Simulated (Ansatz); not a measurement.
`C=C=C(C)I`. Charge 0, multiplicity 1. Correlated methods include outer-core shells of I, which these sets cover unevenly. I takes the def2 core potential.

```xyz
10

C     0.703    1.132   -1.666
C     0.410    0.266   -0.740
C     0.113   -0.588    0.186
C    -0.795   -0.369    1.349
I     0.991   -2.504    0.067
H     1.550    1.803   -1.563
H     0.111    1.207   -2.574
H    -1.626   -1.079    1.330
H    -0.259   -0.513    2.290
H    -1.197    0.646    1.322
```

(1) Give the diagnostics of a CCSD(T)/def2-TZVPP run (frozen core, Ansatz). (Estimate.)

## Answers

(1) The calculation gave: T1 = 0.0103, largest single amplitude 0.014, largest double 0.044, (T) share of the correlation energy 3.7 %, 10 CCSD cycles. The RHF solution is stable towards an unrestricted one. T1 lies under the customary mark of 0.02 for closed shells.
